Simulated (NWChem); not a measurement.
# Br$_{2}$Hg

```xyz
3

Hg     0.0000     0.0000     0.0000
Br     0.0000     0.0000    -2.4136
Br     0.0000     0.0000     2.4136
```
Charge 0, spin multiplicity 1.

Program: NWChem. All single points use one geometry, from PBE0/def2-SVP with def2 effective core potentials on Hg, a minimum by its harmonic frequencies.

Symmetry labels belong to the abelian group D2h used in the runs, with the axes of the coordinates shown; states degenerate in a higher group split over its labels.

Effective core potentials replace the inner electrons of Hg; spin-orbit coupling is left out. B3LYP has NWChem's definition, with VWN1-RPA local correlation. The structure started from a generated list of species.

Question: List the lowest 6 singlet excitations that TD-B3LYP/def2-SVP with def2 effective core potentials on Hg, VWN1-RPA local correlation gives, with oscillator strengths.

Answer: 
| state | symmetry | energy (eV) | wavelength (nm) | f |
|---|---|---|---|---|
| 1 | b3g | 4.12 | 301 | 0.000 |
| 2 | b2g | 4.12 | 301 | 0.000 |
| 3 | b2u | 4.64 | 267 | 0.011 |
| 4 | b3u | 4.64 | 267 | 0.011 |
| 5 | b1u | 6.04 | 205 | 0.085 |
| 6 | au | 6.25 | 198 | 0.000 |
